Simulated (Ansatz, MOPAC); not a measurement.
System: NS, charge 0, multiplicity 2. SMILES: S=[N]

Atoms: N1, S2. Bonds: N1-S2.

Bond lengths (Å) and angles (degrees) optimised at PM6 with MOPAC; PBE/6-31G* with Ansatz (a program for electronic structure); B3LYP/LANL2DZ with Ansatz; MP2/6-31G* with Ansatz, each started from the B3LYP-D3(BJ)/def2-TZVP structure (Ansatz) of the last column. A row stands for all coordinates that are equal there. 6-31G* holds six Cartesian d functions.

```
coordinate    PM6  PBE/6-31G*  B3LYP/LANL2DZ  MP2/6-31G*  B3LYP-D3(BJ)/def2-TZVP
----------  -----  ----------  -------------  ----------  ----------------------
N1-S2       1.456       1.529          1.609       1.436                   1.492
```

Mean signed difference of all 1 bond lengths from B3LYP-D3(BJ)/def2-TZVP: PM6 -0.036 Å, PBE/6-31G* 0.037 Å, B3LYP/LANL2DZ 0.117 Å, MP2/6-31G* -0.056 Å.
